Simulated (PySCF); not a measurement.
Vertical excitations of a molecule C₃H₇AlO from TDA-PBE/def2-SVPD (PySCF 2.14.0), as energy in eV (oscillator strength): 4.73 (0.000), 5.66 (0.003), 5.67 (0.018), 5.75 (0.078), 5.99 (0.006), 6.35 (0.182), 6.42 (0.001), 6.68 (0.058), 6.70 (0.045), 6.78 (0.035). Lowest triplet (TDA): 4.10 eV. The structure is a stationary point at PBE0-D3(BJ)/def2-SVP. Other conformers were not sampled.

Question: Identify the compound among the candidates.
(A) C=[CH][Al]([CH3])[OH]
(B) C=[CH][AlH][O]C
(C) C=C[CH2][AlH][OH]

Answer: A, C=[CH][Al]([CH3])[OH]
